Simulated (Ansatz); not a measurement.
A single point on Ge2H6Si, SMILES `[SiH2]1[GeH2][GeH2]1`.

```yaml
crystal:
  periodic: [false, false, false]
  atoms:
    - {symbol: Si, position_ang: [-1.125050, 0.330210, -0.707974]}
    - {symbol: Ge, position_ang: [1.208978, 0.600066, -0.338938]}
    - {symbol: Ge, position_ang: [-0.103081, -0.924679, 1.034898]}
    - {symbol: H, position_ang: [-1.568932, -0.387769, -1.928620]}
    - {symbol: H, position_ang: [-2.033261, 1.444482, -0.339150]}
    - {symbol: H, position_ang: [1.712859, 1.899151, 0.297009]}
    - {symbol: H, position_ang: [2.192654, 0.004097, -1.350440]}
    - {symbol: H, position_ang: [0.097033, -2.431104, 0.843575]}
    - {symbol: H, position_ang: [-0.381201, -0.534454, 2.489649]}
basis:
  gaussian: {orbitals: def2-QZVPP}
correlation: {method: mp2}
```

```sh
$ ansatz run in.yaml --threads 4 --pin off --events-out ev --progress --plain --max-ram 10444MiB
```

Shortened log:

```
Functional definition: HF
2655 factors; integrals over basis functions are off by at most 1.0e-3 eV
mean field evaluation 1: about -120904.7162 eV, gradient 1.6e1 eV
mean field evaluation 2: about -120904.7989 eV, gradient 1.6e1 eV
mean field evaluation 4: about -120906.2316 eV, gradient 3.4e0 eV
mean field evaluation 8: about -120906.2521 eV, gradient 1.6e-1 eV
mean field -120906.25221702 eV, -4443.2228157743 hartree, gradient 1.3e-6 eV, S^2 0.000000; 0 other end points of the search recorded, 0 dependent functions left out
23 core orbitals not correlated: weight in the atoms' cores, before any rotation towards them, 1.000 or more for the frozen orbitals, at most 0.000 for the correlated occupied ones
reference -120906.25221702 eV, -4443.2228157743 hartree; 19, 19 occupied and 386, 386 virtual orbitals, 2655 factors
second order -32.10487846 eV of doubles, -0.00000000 eV of singles
Total energy: -120938.35709548 eV, -4444.4026482963 hartree
```

Run time 22 s (4 threads of an Intel Xeon on a shared host); peak host memory 2.4 GiB.
